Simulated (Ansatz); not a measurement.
Mulliken charges of `C1=C[SiH2]C1` from PBE/def2-TZVPP in Ansatz (PBE0-D4/def2-TZVP geometry).

```csv
atom,x (Å),y (Å),z (Å),charge (e)
C1,-0.744,0.796,-0.268,-0.045
C2,-1.112,-0.482,-0.458,-0.195
Si3,0.532,-1.061,0.169,0.277
C4,0.667,0.828,0.289,-0.211
H5,-1.341,1.686,-0.472,0.080
H6,-2.059,-0.834,-0.844,0.082
H7,1.444,-1.747,-0.789,-0.077
H8,0.563,-1.827,1.447,-0.077
H9,0.742,1.266,1.287,0.082
H10,1.391,1.324,-0.361,0.082
```

Problem. By hand: the dipole of these point charges (1 e Å = 4.8032 D).

Solution. Σ q r = (0.001, 0.144, 0.006) e Å, of length 0.144 e Å = 0.69 D.

Problem. How does the dipole of the full density compare? (Best estimate.)

Solution. Ansatz gave: (-0.037, 0.139, -0.010) e Å, 0.69 D; the point charges give 1.00 times that, at 17° from its direction.

Point charges leave out the atoms' own dipoles, such as those of lone pairs, and Mulliken's split depends on the basis, so the close match here is no proof of good charges.
